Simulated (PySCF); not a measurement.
## Working out the ionisation energy of Mn(13+)

Mn(13+) [Ne] 3s2 (1S) → Mn(14+) [Ne] 3s1 (2S). All numbers are calculated (PySCF 2.14, scalar relativity by spin-free X2C-1e, in an even-tempered Gaussian basis (18 s from 0.93 bohr⁻², ratio 2.5; 11 p from 1.2 bohr⁻², ratio 2.5; 5 d from 5 bohr⁻², ratio 2.7; 4 f from 7.5 bohr⁻², ratio 2.7)). Frozen: 1s2; the 19 highest virtual orbitals dropped. Energies in hartree (1 hartree = 27.21139 eV):

```tsv
part	Mn(13+) (lower)	Mn(14+) (upper)
UHF	-1084.407225	-1069.683163
CCSD correlation	-0.413931	-0.314387
(T)	-0.002197	-0.000496
```

Problem. What does Hartree-Fock give?

Solution. (-1069.683163) − (-1084.407225) = 14.724062 hartree = 400.662 eV.

Problem. What do CCSD and CCSD(T) give?

Solution. The CCSD correlation energies differ by 0.099544 hartree = 2.709 eV and the triples by 0.001701 hartree = 0.046 eV, so CCSD gives 403.371 eV and CCSD(T) 403.417 eV.

A first-order spin-orbit estimate adds 0.000 eV to CCSD(T) (outer shells), giving 403.417 eV against 402.95 ± 0.25 eV (semi-empirical (NIST evaluation); NIST Atomic Spectra Database, ionization energies).

What remains against the reference includes basis incompleteness, the frozen core and higher excitations.
